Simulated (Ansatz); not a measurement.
`C=CC1CC=CCC1`, relaxed with RKS PBE-D4/def2-SVP in Ansatz 0.2.0 from a rough embedded geometry. The force threshold is 0.03 eV/Å; the program also tests the step.

The species carries charge 0 and has multiplicity 1.

Start:

```xyz
20

C    -0.605   -1.124    2.773
C    -0.565   -1.221    1.458
C    -0.102   -0.134    0.538
C    -1.271    0.376   -0.313
C    -0.801    1.277   -1.412
C     0.457    1.348   -1.814
C     1.558    0.527   -1.217
C     1.004   -0.634   -0.396
H    -0.953   -1.930    3.397
H    -0.290   -0.229    3.285
H    -0.888   -2.131    0.968
H     0.290    0.699    1.131
H    -1.985    0.909    0.321
H    -1.806   -0.474   -0.751
H    -1.563    1.884   -1.884
H     0.744    2.027   -2.604
H     2.176    1.171   -0.582
H     2.206    0.149   -2.014
H     1.803   -1.099    0.184
H     0.589   -1.390   -1.067
```

| step | energy (eV) | largest force (eV/Å) | largest move (Å) |
| --- | --- | --- | --- |
| 1 | -8473.5216 | 0.875 | 0.000 |
| 2 | -8473.6707 | 0.274 | 0.054 |
| 3 | -8473.6837 | 0.046 | 0.025 |
| 4 | -8473.6842 | 0.022 | 0.018 |

End:

```xyz
20

C    -0.606   -1.157    2.811
C    -0.582   -1.233    1.469
C    -0.118   -0.145    0.540
C    -1.282    0.395   -0.321
C    -0.816    1.288   -1.442
C     0.469    1.364   -1.844
C     1.570    0.532   -1.239
C     1.026   -0.619   -0.381
H    -0.966   -1.992    3.433
H    -0.260   -0.252    3.339
H    -0.935   -2.159    0.974
H     0.269    0.700    1.154
H    -2.004    0.938    0.329
H    -1.865   -0.460   -0.741
H    -1.581    1.908   -1.942
H     0.746    2.065   -2.651
H     2.233    1.187   -0.625
H     2.228    0.135   -2.043
H     1.838   -1.073    0.224
H     0.637   -1.424   -1.044
```

Run time 7 s (2 threads of an AMD EPYC 7R13 on a shared host and a share of an NVIDIA H100 80 GB); peak host memory 0.81 GiB.
